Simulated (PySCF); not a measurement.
Species: dimethyl phthalate, C10H10O4.
Structure used (PBE0-D3(BJ)/def2-SVP), in Å, numbered top down from 1:
```
atom  x, y, z in Å
C1     1.3989    2.0768   -1.9219
O2     0.6242    1.0225   -1.3830
C3     1.3114    0.0013   -0.8625
O4     2.5090   -0.0983   -0.9264
C5     0.4096   -1.0377   -0.2851
C6     0.7617   -2.3711   -0.5045
C7    -0.0761   -3.4020   -0.0889
C8    -1.2791   -3.1050    0.5493
C9    -1.6259   -1.7791    0.7933
C10   -0.7790   -0.7401    0.4021
C11   -1.1786    0.6412    0.8015
O12   -2.3122    1.0446    0.8073
O13   -0.1357    1.3570    1.2336
C14   -0.4185    2.6942    1.6004
H15    2.0790    1.7053   -2.7020
H16    2.0027    2.5550   -1.1356
H17    0.6884    2.7961   -2.3451
H18    1.6993   -2.5810   -1.0231
H19    0.2070   -4.4408   -0.2729
H20   -1.9468   -3.9092    0.8664
H21   -2.5555   -1.5261    1.3072
H22   -0.7644    3.2701    0.7285
H23    0.5184    3.1135    1.9848
H24   -1.2013    2.7324    2.3717
```

The closed-shell ground state was solved at several levels (PySCF, density fitting, gas phase, non-relativistic).

```json
{"level": "B3LYP/def2-SVPD", "basis functions": "372", "HOMO (eV)": "-7.50", "LUMO (eV)": "-1.90", "gap (eV)": "5.60", "dipole (D)": "0.14"}
{"level": "PBE0/pcSseg-1", "basis functions": "288", "HOMO (eV)": "-7.70", "LUMO (eV)": "-1.64", "gap (eV)": "6.06", "dipole (D)": "0.36"}
{"level": "mPW1PW91/pcSseg-1", "basis functions": "288", "HOMO (eV)": "-7.72", "LUMO (eV)": "-1.66", "gap (eV)": "6.06", "dipole (D)": "0.36"}
```

Question: Estimate the row for B3LYP/pcJ-1, a basis of 478 functions; the other rows only guide the guess.

Answer: HOMO -7.43 eV, LUMO -1.79 eV, gap 5.64 eV, dipole 0.32 D.

Question: How far do the dipole and the HOMO energy spread over the levels?

Answer: The dipole runs from 0.14 to 0.36 D (mean 0.29 D) and the HOMO from -7.72 to -7.43 eV.

One conformer stands for the species.
